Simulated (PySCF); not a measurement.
PySCF input (TPSS/def2-TZVPD):

```python
from pyscf import gto, scf, dft

mol = gto.M(
    atom='''
    Cs   -0.00000000   -0.00000000   -0.30204412
    O     0.00000000    0.00000000    2.07655333
    ''',
    basis='def2-tzvpd',
    ecp='def2-tzvp',
    charge=0,
    spin=1,
    symmetry='C2v',
    verbose=4,
)

mf = dft.UKS(mol, xc='tpss').density_fit(auxbasis='def2-universal-jkfit')
mf.grids.level = 3
mf.conv_tol = 1e-9
mf.max_cycle = 100
mf.max_memory = 1500
mf.kernel()
if not mf.converged:
    mf = mf.newton()
    mf.kernel(mf.make_rdm1())
mf.analyze()
```

Output:

```
ECP def2-tzvp not found for  O
PySCF version 2.14.0

[INPUT] verbose = 4
[INPUT] num. atoms = 2
[INPUT] num. electrons = 17
[INPUT] charge = 0
[INPUT] spin (= nelec alpha-beta = 2S) = 1
[INPUT] symmetry C2v subgroup None
[INPUT] Mole.unit = angstrom
[INPUT] Symbol           X                Y                Z      unit          X                Y                Z       unit  Magmom
[INPUT]  1 Cs     0.000000000000   0.000000000000  -0.302044120000 AA    0.000000000000   0.000000000000  -0.570780664335 Bohr   0.0
[INPUT]  2 O      0.000000000000   0.000000000000   2.076553330000 AA    0.000000000000   0.000000000000   3.924117076754 Bohr   0.0

nuclear repulsion = 16.0181619576865
point group symmetry = Coov, use subgroup C2v
symmetry origin: [0.00000000e+00 0.00000000e+00 1.19982602e-09]
symmetry axis x: [1. 0. 0.]
symmetry axis y: [0. 1. 0.]
symmetry axis z: [0. 0. 1.]
num. orbitals of irrep A1 = 33
num. orbitals of irrep A2 = 7
num. orbitals of irrep B1 = 16
num. orbitals of irrep B2 = 16
number of shells = 26
number of NR pGTOs = 98
number of NR cGTOs = 72
basis = def2-tzvpd
ecp = def2-tzvp

******** <class 'pyscf.df.df_jk.DFSymAdaptedUKS'> ********
method = DFSymAdaptedUKS
initial guess = minao
damping factor = 0
level_shift factor = 0
DIIS = <class 'pyscf.scf.diis.CDIIS'>
diis_start_cycle = 1
diis_space = 8
diis_damp = 0
SCF conv_tol = 1e-09
SCF conv_tol_grad = None
SCF max_cycles = 100
direct_scf = False
number electrons alpha = 9  beta = 8
XC library pyscf.dft.libxc version 7.1.2
    S. Lehtola, C. Steigemann, M. J. T. Oliveira, and M. A. L. Marques,  SoftwareX 7, 1–5 (2018)
XC functionals = tpss
    J. Tao, J. P. Perdew, V. N. Staroverov, and G. E. Scuseria,  Phys. Rev. Lett. 91, 146401 (2003)
    J. P. Perdew, J. Tao, V. N. Staroverov, and G. E. Scuseria,  J. Chem. Phys. 120, 6898 (2004)
    J. Tao, J. P. Perdew, V. N. Staroverov, and G. E. Scuseria,  Phys. Rev. Lett. 91, 146401 (2003)
    J. P. Perdew, J. Tao, V. N. Staroverov, and G. E. Scuseria,  J. Chem. Phys. 120, 6898 (2004)
radial grids:
    Treutler-Ahlrichs [JCP 102, 346 (1995); DOI:10.1063/1.469408] (M4) radial grids

becke partition: Becke, JCP 88, 2547 (1988); DOI:10.1063/1.454033
pruning grids: <function nwchem_prune>
grids dens level: 3
symmetrized grids: C2v
atomic radii adjust function: <function treutler_atomic_radii_adjust>
small_rho_cutoff = 0
[...]
beta  HOMO (B2) = -0.135500770992484  LUMO (A1) = -0.0839157329895684
  HOMO = -0.135500770992  LUMO = -0.0839157329896  gap/eV = 1.40370
Extra cycle  E= -95.3684187528935  delta_E= 1.71e-13  |g|= 9.7e-07  |ddm|= 1.15e-06
converged SCF energy = -95.3684187528935  <S^2> = 0.75448238  2S+1 = 2.0044774
**** SCF Summaries ****
Total Energy =                         -95.368418752893518
Nuclear Repulsion Energy =              16.018161957686452
One-electron Energy =                 -170.102894302957225
Two-electron Energy =                   58.716313592377247
Two-electron Coulomb Energy =           70.526765080848790
DFT Exchange-Correlation Energy =      -11.810451488471545
HOMO-LUMO gap [eV] =                     1.403700381953720
Wave-function symmetry = A1
alpha occupancy for each irrep:     A1   A2   B1   B2
                                     5    0    2    2
beta  occupancy for each irrep:     A1   A2   B1   B2
                                     4    0    2    2
**** MO energy ****
alpha MO #1 (A1 #1), energy= -18.7940743404739 occ= 1
alpha MO #2 (A1 #2), energy= -0.981231191719452 occ= 1
alpha MO #3 (A1 #3), energy= -0.739044043418687 occ= 1
alpha MO #4 (B1 #1), energy= -0.480788498043144 occ= 1
alpha MO #5 (B2 #1), energy= -0.480788498069647 occ= 1
alpha MO #6 (A1 #4), energy= -0.468855834027785 occ= 1
alpha MO #7 (A1 #5), energy= -0.209028290673729 occ= 1
alpha MO #8 (B1 #2), energy= -0.155133357999772 occ= 1
alpha MO #9 (B2 #2), energy= -0.15513335808936 occ= 1
alpha MO #10 (A1 #6), energy= -0.0441308377916272 occ= 0
alpha MO #11 (B1 #3), energy= -0.00195619308096023 occ= 0
alpha MO #12 (B2 #3), energy= -0.00195619310172029 occ= 0
alpha MO #13 (A1 #7), energy= 0.00248585807343503 occ= 0
alpha MO #14 (A1 #8), energy= 0.018332154418638 occ= 0
alpha MO #15 (A2 #1), energy= 0.0183324476485914 occ= 0
alpha MO #16 (A1 #9), energy= 0.0289436311658946 occ= 0
alpha MO #17 (B1 #4), energy= 0.0334233668143309 occ= 0
alpha MO #18 (B2 #4), energy= 0.0334233668135361 occ= 0
alpha MO #19 (A1 #10), energy= 0.0400111975007426 occ= 0
alpha MO #20 (B1 #5), energy= 0.0595789411892315 occ= 0
alpha MO #21 (B2 #5), energy= 0.0595789411750697 occ= 0
alpha MO #22 (A1 #11), energy= 0.0626345373234175 occ= 0
alpha MO #23 (A2 #2), energy= 0.0626346749680797 occ= 0
alpha MO #24 (A1 #12), energy= 0.0645350200661041 occ= 0
alpha MO #25 (B1 #6), energy= 0.0923592075516078 occ= 0
alpha MO #26 (B2 #6), energy= 0.0923592075328431 occ= 0
alpha MO #27 (A1 #13), energy= 0.112130895932154 occ= 0
alpha MO #28 (A1 #14), energy= 0.164003901568563 occ= 0
alpha MO #29 (B1 #7), energy= 0.168084680548374 occ= 0
alpha MO #30 (B2 #7), energy= 0.168084680546955 occ= 0
alpha MO #31 (A1 #15), energy= 0.24510745619714 occ= 0
alpha MO #32 (B1 #8), energy= 0.320846327099615 occ= 0
alpha MO #33 (B2 #8), energy= 0.320846327097034 occ= 0
alpha MO #34 (A1 #16), energy= 0.328676621469318 occ= 0
alpha MO #35 (A1 #17), energy= 0.338274004522718 occ= 0
alpha MO #36 (A2 #3), energy= 0.338274418063396 occ= 0
alpha MO #37 (A1 #18), energy= 0.423048672637979 occ= 0
alpha MO #38 (A2 #4), energy= 0.42876362663885 occ= 0
alpha MO #39 (A1 #19), energy= 0.428765876902147 occ= 0
alpha MO #40 (B1 #9), energy= 0.472991084073199 occ= 0
alpha MO #41 (B2 #9), energy= 0.472991084066527 occ= 0
alpha MO #42 (B1 #10), energy= 0.557236851416734 occ= 0
alpha MO #43 (B2 #10), energy= 0.557236851393714 occ= 0
alpha MO #44 (A1 #20), energy= 0.612655436281692 occ= 0
alpha MO #45 (A1 #21), energy= 0.654162599891369 occ= 0
alpha MO #46 (B1 #11), energy= 0.682111792230181 occ= 0
alpha MO #47 (B2 #11), energy= 0.682111792208502 occ= 0
alpha MO #48 (A1 #22), energy= 0.875745006913959 occ= 0
alpha MO #49 (A1 #23), energy= 0.998859469871533 occ= 0
alpha MO #50 (A1 #24), energy= 1.77571083192644 occ= 0
alpha MO #51 (A2 #5), energy= 1.78412311043638 occ= 0
alpha MO #52 (A1 #25), energy= 1.78435962629622 occ= 0
alpha MO #53 (B1 #12), energy= 1.78472239156379 occ= 0
alpha MO #54 (B2 #12), energy= 1.78472239153039 occ= 0
alpha MO #55 (B1 #13), energy= 2.7422601918266 occ= 0
alpha MO #56 (B2 #13), energy= 2.742260191752 occ= 0
alpha MO #57 (A1 #26), energy= 2.78481950468346 occ= 0
alpha MO #58 (A1 #27), energy= 3.14648276135954 occ= 0
alpha MO #59 (B1 #14), energy= 5.19642503233445 occ= 0
alpha MO #60 (B2 #14), energy= 5.19642503228702 occ= 0
alpha MO #61 (A1 #28), energy= 5.21689994189146 occ= 0
alpha MO #62 (A2 #6), energy= 5.21830856684296 occ= 0
alpha MO #63 (A1 #29), energy= 5.22330136954489 occ= 0
alpha MO #64 (B1 #15), energy= 5.26475210578915 occ= 0
alpha MO #65 (B2 #15), energy= 5.26475210578805 occ= 0
alpha MO #66 (A1 #30), energy= 6.3891624748706 occ= 0
alpha MO #67 (B1 #16), energy= 6.4019878558865 occ= 0
alpha MO #68 (B2 #16), energy= 6.40198785579847 occ= 0
alpha MO #69 (A1 #31), energy= 6.42389487443468 occ= 0
alpha MO #70 (A2 #7), energy= 6.42697007788772 occ= 0
alpha MO #71 (A1 #32), energy= 20.0377095301918 occ= 0
alpha MO #72 (A1 #33), energy= 43.3270709159855 occ= 0
beta  MO #1 (A1 #1), energy= -18.7697271857567 occ= 1
beta  MO #2 (A1 #2), energy= -0.978947707065799 occ= 1
beta  MO #3 (A1 #3), energy= -0.675773785959983 occ= 1
beta  MO #4 (B2 #1), energy= -0.479434696577847 occ= 1
beta  MO #5 (B1 #1), energy= -0.479434696495154 occ= 1
beta  MO #6 (A1 #4), energy= -0.458361287744239 occ= 1
beta  MO #7 (B1 #2), energy= -0.135500771071393 occ= 1
beta  MO #8 (B2 #2), energy= -0.135500770992484 occ= 1
beta  MO #9 (A1 #5), energy= -0.0839157329895684 occ= 0
beta  MO #10 (A1 #6), energy= -0.0415185972605516 occ= 0
beta  MO #11 (B1 #3), energy= -0.00123867194852434 occ= 0
beta  MO #12 (B2 #3), energy= -0.00123867195517252 occ= 0
beta  MO #13 (A1 #7), energy= 0.00631785651389019 occ= 0
beta  MO #14 (A1 #8), energy= 0.0181292543963363 occ= 0
beta  MO #15 (A2 #1), energy= 0.0181295557761022 occ= 0
beta  MO #16 (A1 #9), energy= 0.0299218445582661 occ= 0
beta  MO #17 (B2 #4), energy= 0.0333785534866458 occ= 0
beta  MO #18 (B1 #4), energy= 0.0333785535051588 occ= 0
beta  MO #19 (A1 #10), energy= 0.0417296619842324 occ= 0
beta  MO #20 (B1 #5), energy= 0.0608538373245175 occ= 0
beta  MO #21 (B2 #5), energy= 0.0608538373110157 occ= 0
beta  MO #22 (A1 #11), energy= 0.0627551569161925 occ= 0
beta  MO #23 (A2 #2), energy= 0.0627553298096385 occ= 0
beta  MO #24 (A1 #12), energy= 0.0688324259401698 occ= 0
beta  MO #25 (B1 #6), energy= 0.0933730631813687 occ= 0
beta  MO #26 (B2 #6), energy= 0.0933730631626043 occ= 0
beta  MO #27 (A1 #13), energy= 0.11422683050386 occ= 0
beta  MO #28 (B1 #7), energy= 0.169930173842867 occ= 0
beta  MO #29 (B2 #7), energy= 0.169930173830299 occ= 0
beta  MO #30 (A1 #14), energy= 0.177759677511993 occ= 0
[...]
```
